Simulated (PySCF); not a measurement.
The Sb–F bond energy of SbF₃

Method: PySCF, PBE0, basis Sb def2-TZVP with ECP28, F def2-TZVP (scalar-relativistic core potentials, no spin–orbit coupling, density fitting).

Each entry is the lowest minimum that a search over a few typed start shapes (and spin states, where more than one is plausible) found, or that minimum re-optimised at the stated level; isomers with ligand–ligand bonds, or fragments after loss of a ligand pair, can lie lower.

Total energies (Eh), which compare only within these settings: F atom -99.67618.

```csv
species,2S+1,group,E (Eh),ZPE (kJ/mol)
SbF₂,2,C2v,-439.88958,8.8
SbF₃,1,C3v,-539.74617,15.5
```

**Question.** What are De and D0 for SbF₃ → SbF₂ + F?

**Answer.** De = [(-439.88958) + (-99.67618) − (-539.74617)] × 2625.5 = 474 kJ/mol. The zero-point energy changes by -6.8 kJ/mol, so D0 = 467 kJ/mol.

Atoms and open shells are unrestricted, without spin–orbit or basis-set superposition corrections.

Spin–orbit coupling can matter for elements this heavy.
